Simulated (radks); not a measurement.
Question: The rubidium ion Rb+, 36 electrons, occupied as [Kr] (the NIST ground configuration). All-electron calculation, Dirac Kohn-Sham, PBE, spin-unpolarised, spherical densities, point nucleus. Program: a radial shooting solver on a logarithmic mesh with Libxc functionals.

Spin-orbit splittings of the eigenvalues, e(l+1/2) - e(l-1/2), with zeta = 2 splitting/(2l+1) and mean radii in bohr:

shell  occ.  splitting (eV)  zeta (eV)  <r> j=l-1/2  <r> j=l+1/2
2p        6               ?          ?       0.1523       0.1563
3p        6           9.131      6.087       0.5116       0.5221
3d       10           1.550     0.6200       0.5231       0.5269
4p        6          0.8870     0.5913        1.690        1.727

Estimate the 2p splitting.

Answer: 60.78 eV (zeta = 40.52 eV).
